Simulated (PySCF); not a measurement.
## SMILES C#Cc1cccpc1, C7H5P

Geometry:
```
atom   x (Å)   y (Å)   z (Å)
  C1   3.204  -0.037  -0.070
  C2   2.007   0.040  -0.006
  C3   0.595   0.142   0.074
  C4  -0.182  -0.867  -0.497
  C5  -1.565  -0.845  -0.466
  C6  -2.301   0.161   0.127
  P7  -1.641   1.555   0.921
  C8   0.050   1.247   0.716
  H9   4.249  -0.108  -0.129
 H10   0.324  -1.690  -0.980
 H11  -2.096  -1.665  -0.934
 H12  -3.382   0.089   0.101
 H13   0.735   1.981   1.125
```

Computed, not measured: GIAO wB97X-D/pcSseg-1 magnetisability, rotational g tensor and spin-rotation constants, non-relativistic, gas phase in PySCF 2.14.0. Geometry: GFN2-xTB.

(1) Give the nuclear spin-rotation constants along the inertial axes (H = +C I·J) beside the isotropic shieldings.

(2) How do the rotational constants and the g tensor change when H9, H10, H11, H12, H13 are replaced by deuterium?

Answers

(1) Rotational constants 4.0124, 1.2811, 0.9711 GHz. A star marks the isotopologue with that one atom substituted, in its own axes.
```csv
atom,isotope,Caa (kHz),Cbb (kHz),Ccc (kHz),mean (kHz),σ (ppm)
P7,31P,11.099,3.445,1.049,5.198,78.1
H9,1H,0.128,-0.146,-0.111,-0.043,28.9
H10,1H,-0.036,0.031,-0.097,-0.034,23.8
H11,1H,-0.353,0.128,-0.090,-0.105,23.6
H12,1H,0.495,-0.105,-0.102,0.096,22.6
H13,1H,-0.225,0.133,-0.102,-0.065,22.3
C1,13C*,0.454,0.389,0.306,0.383,99.2
C2,13C*,-0.052,0.460,0.385,0.264,98.4
C3,13C*,2.018,0.445,0.099,0.854,53.6
C4,13C*,1.712,0.561,0.113,0.795,46.5
C5,13C*,1.500,0.641,0.098,0.746,47.0
C6,13C*,2.545,0.485,0.090,1.040,19.4
C8,13C*,1.616,0.798,0.104,0.839,14.1
```
For the geometry as given, no vibrational averaging.

(2) Constants 3.5282, 1.1831, 0.8860 GHz; g -0.0627, -0.0215, 0.0150, against -0.0708, -0.0234, 0.0165 before.
